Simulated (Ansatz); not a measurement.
A set of 12 reactions (substitution), with CCSD(T)/CBS values in kJ/mol:

| reaction | ΔE |
| --- | --- |
| `C=CC(=C)[SiH3]` + HI → `C=CI` + `C=C[SiH3]` | 34.0 |
| `CC/C=C(/O)F` + `CCSS` → `CCSSCC` + `C=C(O)F` | -6.0 |
| `CC(=N)CI` + H₂Se → `CC(=N)C[SeH]` + HI | 6.2 |
| `CC(=O)[SiH3]` + `O[SiH2]F` → `CC(=O)O[SiH2]F` + SiH₄ | -39.7 |
| `CC(F)(Cl)I` + HBr → `FC(Cl)(Br)I` + CH₄ | 57.7 |
| `C[CH]1[S][GeH2]1` + `[OH][SnH2][SH]` → `C[O][SnH2][SH]` + `[CH2]1[S][GeH2]1` | 71.8 |
| `F[CH2][AlH][Br]` + `N=CCl` → `FC/N=C/Cl` + `[AlH2][Br]` | 5.0 |
| `C[N](C)[AlH][F]` + `[NH2][GeH2][Cl]` → `C[NH][GeH2][Cl]` + `C[NH][AlH][F]` | 10.0 |
| `BO[SiH](C)Br` + `C=C(N)O` → `C=C(N)OC` + `BO[SiH2]Br` | 99.7 |
| `OC/C=C/Cl` + `C[SeH]` → `C[Se]CO` + `C=CCl` | 0.5 |
| `C#CSS[SiH2]C` + H₂Se → `C#C[SeH]` + `C[SiH2]SS` | 8.7 |
| `B/C=C/CF` + H–F → `F/C=C\CF` + BH₃ | 116.7 |

Isolated molecules relaxed with PBE0-D4/def2-TZVP in Ansatz; ΔE leaves out vibrations. CCSD(T)/CBS is the MP2 limit (def2-TZVPP, def2-QZVPP) plus CCSD(T) − MP2 in def2-TZVPP, frozen cores. This one scheme is used for every species. Double bonds are as drawn, so ΔE can hold a change between cis and trans. Functionals use def2-TZVPP. B3LYP here is the variant with VWN-RPA as its local correlation; programs differ in this. def2 core potentials past Kr. For Br, Ge, I, Se, Sn outer-core shells are correlated without core-valence functions, which leaves a few kJ/mol of doubt a bond. Scalar relativity is left out up to krypton. One conformer a species, not always the lowest.

Question: Give the mean, mean absolute and largest difference (level minus CCSD(T)/CBS, kJ/mol) for: PBE-D4, PBE0-D4, B3LYP-D4, ωB97M-V, PBE, r2SCAN, B3LYP, HF/def2-TZVPP, MP2/def2-TZVPP, SCS-MP2/def2-TZVPP, CCSD/def2-TZVPP, HF/def2-QZVPP, HF/CBS(def2), MP2/CBS(def2). (Estimate.)

Answer: The calculation gave: 
| level | mean | mean absolute | largest |
| --- | --- | --- | --- |
| PBE-D4 | -1.5 | 4.2 | -11.6 |
| PBE0-D4 | -0.5 | 3.6 | 7.7 |
| B3LYP-D4 | -2.4 | 4.2 | -11.6 |
| ωB97M-V | -1.9 | 3.2 | -11.2 |
| PBE | -2.0 | 3.4 | -10.8 |
| r2SCAN | -1.4 | 4.5 | -10.4 |
| B3LYP | -3.1 | 4.5 | -16.3 |
| HF/def2-TZVPP | -5.0 | 11.4 | -24.6 |
| MP2/def2-TZVPP | -0.1 | 2.9 | -5.5 |
| SCS-MP2/def2-TZVPP | -2.4 | 2.9 | -6.2 |
| CCSD/def2-TZVPP | -1.5 | 4.9 | -7.9 |
| HF/def2-QZVPP | -4.9 | 11.4 | -24.5 |
| HF/CBS(def2) | -4.9 | 11.3 | -24.5 |
| MP2/CBS(def2) | 1.4 | 3.8 | 10.5 |

The largest T1 diagnostic in the set is 0.015, for `CC(=O)[SiH3]` (customary mark 0.02).

CCSD(T)/CBS is a level of theory with its own doubt, and the functionals carry their triple-zeta basis error, so these figures describe this set and don't rank the functionals.
